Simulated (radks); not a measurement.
Results of a calculation; reference values are marked as such.
Task: Ionisation of neutral potassium, [Ar] 4s1, to K+, [Ar], under several functionals. Non-relativistic Kohn-Sham, spin-polarised, spherical densities, point nucleus; open shells are filled with parallel spins first; a radial shooting solver on a logarithmic mesh with Libxc functionals. The NIST Atomic Spectra Database gives 4.341 eV (measured). Rank these functionals by the error of their Delta-SCF ionisation energy: XLYP; exchange-only PBE; TASK exchange with Perdew-Wang LDA correlation; HCTH/407; exchange-only r2SCAN; SOGGA.

Result: From best to worst: SOGGA 4.321 eV (-0.020); HCTH/407 4.298 eV (-0.043); exchange-only PBE 4.271 eV (-0.069); XLYP 4.484 eV (+0.143); exchange-only r2SCAN 3.940 eV (-0.400); TASK exchange with Perdew-Wang LDA correlation 3.843 eV (-0.498).
